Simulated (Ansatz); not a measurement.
Task: Name a neutral molecule of C, Cl, O, Si and H with LUMO energy (ωB97M-V/def2-TZVPP) between 1.75 and 2.05 eV and HOMO–LUMO gap (PBE/def2-TZVPP) between 4.35 and 4.65 eV (Ansatz, PBE0-D4/def2-TZVP geometry).

Result: `O/C([SiH3])=C\Cl` (1.85 eV, 4.58 eV). Other molecules can fit too; these were computed, each in one conformer that needn't be the lowest.
